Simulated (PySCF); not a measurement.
Worked example: entropy of an ideal gas

Tc(O)3(Me) (CH₃O₃Tc), SMILES [CH3][Tc](=[O])(=[O])=[O], multiplicity 1.

The structure is a stationary point at PBE-D3(BJ)/def2-SVP. The spin state was assumed, not searched. The def2 effective core potentials stand for the cores of Tc; spin–orbit coupling is left out.

PBE-D3(BJ)/def2-SVP run with PySCF 2.14.0 gives the harmonic wavenumbers 167, 205, 205, 280, 329, 329, 558, 689, 689, 981, 993, 993, 1153, 1345, 1345, 2974, 3098, 3098 cm⁻¹ and the rotational temperatures 0.1871, 0.1679, 0.1679 K. The molar mass is 160.94 g/mol, the symmetry number 3, the spin multiplicity 1.

Task: Work out the entropy at 298.15 K and 1 atm in the rigid-rotor, harmonic-oscillator model.

Result: 
Translation (Sackur–Tetrode at 1 atm): S = R[1.5 ln M + 2.5 ln T − 1.16487] = 172.1 J/(mol K).
Rotation: q = (√π/σ) T^1.5/√(θA θB θC) = 41900, S = R[ln q + 3/2] = 101.0 J/(mol K).
Vibration: with u = 1.4388 ν/T, each mode gives R[u/(e^u − 1) − ln(1 − e^−u)]:
```csv
ν (cm⁻¹),modes,u,S (J/(mol K))
167,1,0.81,10.33
205,2,0.99,17.47
280,1,1.35,6.42
329,2,1.59,10.59
558,1,2.69,2.21
689,2,3.32,2.67
981,1,4.73,0.42
993,2,4.79,0.81
1153,1,5.56,0.21
1345,2,6.49,0.19
```
The stiffer modes add less than 0.005 each. Sum 51.3 J/(mol K).
Spin: R ln 1 = 0.0 J/(mol K).
Total 324.4 J/(mol K); the program's own thermochemistry gives 324.4. Translation makes up 53 % and vibration 16 %. Anharmonicity, hindered rotation and orbital degeneracy are left out.
